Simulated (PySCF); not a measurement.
# Assignment exercise: C7H10P2

Mapped SMILES: `[CH3:1][CH2:2][c:3]1[cH:4][cH:5][p:6][c:7]([CH3:8])[p:9]1`. Each H is labelled by its parent atom.

How the numbers were obtained: coordinates at the PBE0-D3(BJ)/def2-SVP level, shieldings: GIAO HF/pcSseg-1, in PySCF 2.14.0 with density-fitted response routines (one averaged value for each set of equivalent atoms, in vacuum, one conformer, no relativistic terms).

Scale: 13C (σ = 190.85 ppm), 1H (σ = 31.69 ppm) vs TMS (reference shieldings calculated alike).

Task: Assign these signals to the numbered atoms. 13C{1H} NMR (computed): δ 232.3, 193.0, 170.3, 143.8, 32.2, 25.8, 23.3.

Result: 
232.3 → C7, ring carbon next to a ring phosphorus
193.0 → C3, ring carbon next to a ring phosphorus
170.3 → C5, ring CH next to a ring phosphorus
143.8 → C4, aromatic CH
32.2 → C2, sp3 CH2 on an aromatic ring: aliphatic region, no heteroatom directly attached
25.8 → C8, methyl carbon on an aromatic ring: aliphatic region, no heteroatom directly attached
23.3 → C1, methyl carbon: saturated and bonded to C and H only

Task: Assign these signals to the numbered atoms. 1H NMR (400 MHz, computed): δ 9.14 (m, 1H), 8.20 (m, 1H), 3.19 (m, 3H), 2.80 (m, 2H), 1.29 (t, 3H).

Result: 
9.14 → H(C5), hydrogen on a ring CH next to a ring phosphorus
8.20 → H(C4), hydrogen on an aromatic CH: aromatic region
3.19 → H(C8), hydrogen on a methyl carbon on an aromatic ring: benzylic-type position, deshielded by the ring
2.80 → H(C2), hydrogen on an sp3 CH2 on an aromatic ring: benzylic-type position, deshielded by the ring
1.29 → H(C1), hydrogen on a methyl carbon

Splittings by 31P in the carbon and heteronuclear signals aren't shown, as no couplings were computed. Shifts are as computed. Against solution values, carbons near 30 ppm lie about -0 ppm off and those near 130 ppm about +7 ppm (rms about the fit 1.9 ppm; single classes can miss by 10 ppm). Of 1328 compounds with measured shifts, 309 miss one by over three times the rms of a fit or turn the order of signals round; such compounds aren't used in these exercises. Signals without a measured value on file couldn't be tested in this way. No couplings were computed; multiplicities are counted from neighbouring protons, with m where these are inequivalent, close in shift, in a saturated or five-membered ring or joined by F or P, and br s for small geminal =CH2 splittings.
